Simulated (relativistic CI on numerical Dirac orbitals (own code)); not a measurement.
## Zeeman pattern of Br+ 4785.48 Å at 1 T

Problem. The line 4s2.4p3.5s 5S°_2 – 4s2.4p3.5p 5P_2 of Br+ lies at 4785.48 Å (air; NIST Handbook). Calculate its Zeeman pattern at B = 1 T, seen across the field, in LS coupling, and compare it with the Doppler width at an assumed gas temperature of 400 K.

Working.
1. Landé factors g = 3/2 + [S(S + 1) − L(L + 1)]/[2J(J + 1)]: lower 2.0000, upper 1.8333.
2. The unit is μB B/hc = 0.46686 × 1 = 0.4669 cm⁻¹, or 106.9 mÅ at this wavelength. A component is shifted by g_u m_u − g_l m_l units. Seen across the field, the strengths for lower J and m are m² (π) and ¼(J − m)(J + m + 1) (σ).
3. π components (Δm = 0), symmetric about zero, as shift (strength, strongest of all = 100): ±0.167 (25), ±0.333 (100).
4. σ components with Δm = +1, mirrored for −1: 1.667 (25), 1.833 (38), 2.000 (38), 2.167 (25).
5. The centre of the σ group lies at ḡ = 1.917 units, 205.0 mÅ from the line centre.
6. The Doppler width is 7.16 × 10⁻⁷ λ √(T/M) = 7.7 mÅ (FWHM, M = 79), so the sum of Gaussians shows separate peaks away from the centre.

Check. A relativistic CI calculation gives g = 1.9946 and 1.8218 for the two levels. The nearest fine-structure partner lies 135 cm⁻¹ away, 290 Zeeman units, so the weak-field formulas hold; hyperfine structure, which matters at weak fields for isotopes with nuclear spin, is neglected.
